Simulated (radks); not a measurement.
All-electron atom: Ar5+ in [Ne] 3s2 3p1. All-electron calculation, scalar-relativistic Kohn-Sham, r2SCAN, spin-polarised, spherical densities, finite nucleus; open shells are filled with parallel spins first; meta-GGA in the generalised Kohn-Sham scheme; Fermi nuclear charge, rms radius 3.4274 fm. Program: a radial shooting solver on a logarithmic mesh with Libxc functionals.

Normalised radial functions P(r) = r R(r), r in bohr:

```
   r/bohr * 3p up, o 3p down (the largest magnitude, 0.971, reaches the edge; | marks zero, & curves that meet)
 0.007075                             &
 0.007788                             &
 0.008505                             &
 0.009362                             &
  0.01022                             &
  0.01125                             &
  0.01239                             &
  0.01353                             &
  0.01489                             &
  0.01626                             &
   0.0179                             |&
  0.01954                             |&
  0.02151                             |&
  0.02368                             |&
  0.02586                             |&
  0.02846                             |&
  0.03108                             |&
  0.03421                             | &
  0.03766                             | &
  0.04113                             | &
  0.04527                             |  &
  0.04943                             |  &
  0.05441                             |   &
   0.0599                             |   &
  0.06541                             |    &
    0.072                             |    &
  0.07862                             |     &
  0.08654                             |      &
  0.09526                             |       &
    0.104                             |        &
   0.1145                             |        o*
    0.125                             |         &
   0.1376                             |          &
   0.1515                             |           &
   0.1654                             |            &
   0.1821                             |            &
   0.1989                             |             &
   0.2189                             |             &
    0.241                             |             &
   0.2631                             |            &
   0.2896                             |           &
   0.3163                             |          &
   0.3482                             |        &
   0.3832                             |      &
   0.4185                             |   &
   0.4606                             |&
    0.503                           & |
   0.5537                       &     |
   0.6095                   &         |
   0.6656                &            |
   0.7326            &                |
      0.8        *o                   |
   0.8806      &                      |
   0.9616    &                        |
    1.059  &                          |
    1.165  &                          |
    1.272   &                         |
    1.401    &                        |
    1.529       &                     |
    1.684         o*                  |
    1.853             &               |
    2.024                &            |
    2.227                   &         |
    2.432                      &      |
    2.677                        &    |
    2.947                          &  |
    3.218                           & |
    3.543                            &|
    3.869                            &|
    4.258                             &
```

3p up: eigenvalue -82.948 eV, 1 radial node at r = 0.477 bohr, <r> = 1.28 bohr, 90 % of the charge inside 1.91 bohr. 3p down (empty): eigenvalue -80.225 eV, 1 radial node at r = 0.476 bohr, <r> = 1.29 bohr, 90 % of the charge inside 1.92 bohr.
